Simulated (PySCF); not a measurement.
Start geometry of [TaS4]3- (`[S]=[Ta-3](=[S])(=[S])=[S]`) from GFN2-xTB (Å):
```
atom  x, y, z in Å
Ta1   -0.001    0.000   -0.001
S2     0.012   -0.018    2.304
S3     2.169    0.011   -0.777
S4    -1.094    1.886   -0.748
S5    -1.086   -1.878   -0.778
```

Question: What comes out of this run: PBE0-D3(BJ)/def2-SVP geometry optimisation, gas phase, def2 core potentials past Kr in PySCF 2.14.0?

Answer: 
```
atom  x, y, z in Å
Ta1   -0.0036    0.0004    0.0032
S2    -0.0003   -0.0239    2.3309
S3     2.1872    0.0097   -0.7670
S4    -1.0960    1.9076   -0.7628
S5    -1.0872   -1.8938   -0.8043
```

The energy falls by 0.44 kcal/mol over 4 energy and gradient evaluations, the largest force component goes from 0.0090 to 1.9e-04 Eh/bohr, and the atoms move by 0.020 Å rms after alignment. Among the bonds, Ta1–S2, Ta1–S4 and Ta1–S5 change most and about equally (+0.023 Å). Bonds longer at the end by more than 0.005 Å: 4 of 4; shorter: 0. The orientation of the end geometry is arbitrary; only internal coordinates are fixed.

The run used 104 basis functions and 30 SCF cycles in all. Time: 37 s of wall time. Hardware: x86-64 server, one thread, on a shared host.

Not checked by PBE0-D3(BJ)/def2-SVP frequencies. Whether so highly charged an anion holds all its electrons in the gas phase wasn't checked; a finite basis holds them in any case. No counter-ion or solvent screens the charge of this multiply charged ion. The geometry's basis has no diffuse functions, a weakness for an anion.
